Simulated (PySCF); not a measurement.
MoOBr₃, SMILES [Br][Mo](=[O])([Br])[Br] (connectivity only; charge and spin as stated), neutral, multiplicity 2. Atoms are numbered in the order given.

```xyz
5

Mo    -0.0826    -0.5182     0.0000
O      0.1173    -2.1624     0.0000
Br    -2.3301     0.3778     0.0000
Br     1.2013     0.3692    -1.8497
Br     1.2013     0.3692     1.8497
```
Charge 0, spin multiplicity 2.

Geometry optimised at B3LYP-D3(BJ)/def2-SVP. The spin state was assumed, not searched. The def2 effective core potentials stand for the cores of Mo; spin–orbit coupling is left out.

Calculation: B3LYP/def2-TZVP (PySCF).

ESP charges are fitted to the potential on shells at 1.4 to 2.0 van der Waals radii. Atomic charges (e):

```tsv
atom	ESP fit	Löwdin	Mulliken spin
Mo1	…	-0.22	0.86
O2	…	-0.19	-0.04
Br3	…	0.13	0.03
Br4	…	0.14	0.08
Br5	…	0.14	0.08
```

Question: Some entries are withheld; supply them. (The exact figures need the calculation; the answer reports its results.)

Answer: 
- Mo1, ESP fit: 0.33
- O2, ESP fit: -0.15
- Br3, ESP fit: -0.03
- Br4, ESP fit: -0.08
- Br5, ESP fit: -0.08
